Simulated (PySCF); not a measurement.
A structure optimised at PBE-D3(BJ)/def2-SVP, used in a PySCF frequency run:

```
C
C 1 1.3487
H 2 1.1039 1 122.07
H 2 1.1042 3 116.11 1 -179.95
H 1 1.1057 2 118.97 3 -0.51
Si 1 1.8679 5 118.60 2 179.99
H 6 1.5017 1 109.46 5 178.22
H 6 1.5020 7 110.49 4 125.22
Br 6 2.2521 7 108.50 8 116.32
```

Task: Write its SMILES and formula.

Result: C=C[SiH2]Br, C₂H₅BrSi

Task: What are its rotational constants (standard atomic weights)?

Result: 10.107, 1.4403, 1.3357 GHz
